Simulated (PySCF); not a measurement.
## Diatomics of F with group 7

PBE0 with triple-zeta basis sets in PySCF, for the lowest determinant that a PBE0 search found; no spin–orbit coupling. De refers to high-spin ground-configuration atoms. A positive dipole means M(−)F(+).

```json
{"M": "Mn", "basis": "def2-TZVPP", "state (unpaired electrons)": "septet (σ ↑↑, π ↑↑, δ ↑↑)", "Re (Å)": "1.829", "ωe (cm⁻¹)": "621", "De (eV)": "4.81", "μ (D)": "-2.57"}
{"M": "Tc", "basis": "x2c-TZVPPall", "state (unpaired electrons)": "septet (σ ↑↑, π ↑↑, δ ↑↑)", "Re (Å)": "1.964", "ωe (cm⁻¹)": "562", "De (eV)": "n/a", "μ (D)": "-1.99"}
{"M": "Re", "basis": "def2-TZVPP", "state (unpaired electrons)": "septet (σ ↑↑, π ↑↑, δ ↑↑)", "Re (Å)": "1.983", "ωe (cm⁻¹)": "540", "De (eV)": "4.12", "μ (D)": "-1.76"}
```

The shortest bond is that of MnF (1.829 Å), the longest that of ReF (1.983 Å).

The rows differ in basis set, which adds steps of its own.

Down a group the atoms grow and get heavier, so bonds lengthen and wavenumbers fall; this series shows no clear exception.

De is left out where the level can put another filling of the metal’s s and d shells below the measured ground configuration, by anything from nothing to about 1 eV. The metal atom is held in its measured ground configuration; semilocal functionals can put another filling of s and d lower by some tenths of an eV, and De to that atom would be smaller. Spin–orbit coupling is left out, which matters for elements this heavy, above all for dissociation energies. The state is the lowest single determinant that the PBE0 search found; with open d or f shells the true ground state can be another one.
